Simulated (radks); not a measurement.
Values are calculated unless marked as measured or tabulated.
Question: Radial electron density D(r) = 4 pi r^2 rho(r) of an atom or ion with 8 electrons. Code: a radial shooting solver on a logarithmic mesh with Libxc functionals. Model: Dirac Kohn-Sham, BLYP, spin-unpolarised, spherical densities, finite nucleus; Fermi nuclear charge, rms radius of each element as measured or else 0.836 A^(1/3) + 0.57 fm.

```
   r/bohr * D(r) (the largest magnitude, 39.8, reaches the edge; | marks zero)
 0.004413 |      *
 0.004858 |       *
 0.005348 |         *
 0.005886 |          *
 0.006479 |            *
 0.007132 |              *
 0.007851 |                *
 0.008642 |                   *
 0.009513 |                     *
  0.01047 |                        *
  0.01153 |                            *
  0.01269 |                               *
  0.01397 |                                  *
  0.01537 |                                      *
  0.01692 |                                         *
  0.01863 |                                            *
   0.0205 |                                               *
  0.02257 |                                                  *
  0.02484 |                                                    *
  0.02735 |                                                     *
   0.0301 |                                                      *
   0.0334 |                                                      *
  0.03677 |                                                    *
  0.04047 |                                                  *
  0.04455 |                                                *
  0.04904 |                                             *
  0.05398 |                                          *
  0.05942 |                                       *
  0.06541 |                                     *
    0.072 |                                   *
  0.07925 |                                   *
  0.08724 |                                    *
  0.09603 |                                      *
   0.1057 |                                        *
   0.1164 |                                           *
   0.1281 |                                             *
    0.141 |                                             *
   0.1552 |                                             *
   0.1708 |                                          *
    0.188 |                                      *
    0.207 |                                 *
   0.2278 |                          *
   0.2528 |                   *
   0.2783 |             *
   0.3063 |         *
   0.3372 |     *
   0.3712 |  *
   0.4086 | *
   0.4497 |*
    0.495 *
   0.5449 *
   0.5998 *
   0.6603 *
```

What is the nuclear charge?

Answer: Z = 33. The innermost maximum, from 1s, lies near gamma/Z bohr with gamma = sqrt(1 - (Z/c)^2) = 0.971, here 0.0294 bohr (found: 0.0306), and its height grows with Z. The density is that of the arsenic ion As25+ in [He] 2s2 2p4; the configuration itself is not fixed sharply by these data, and Z only to about a unit. D(r) has 2 maxima, at r = 0.0306, 0.142 bohr, and minima at 0.0774 bohr, inside which lie 2.24 electrons.
